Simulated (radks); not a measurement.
Method: non-relativistic Kohn-Sham, r2SCAN, spin-polarised, spherical densities, point nucleus; open shells are filled with parallel spins first; meta-GGA in the generalised Kohn-Sham scheme; computed with a radial shooting solver on a logarithmic mesh with Libxc functionals. Each species is in its NIST ground configuration. Rank N2+, Be2+, B2+, C2+, O2+, F2+, Ne2+ by mean radius of the outermost orbital (bohr), largest first.

Answer. B2+ 1.63, C2+ 1.37, N2+ 1.19, O2+ 1.05, F2+ 0.944, Ne2+ 0.840, Be2+ 0.416.
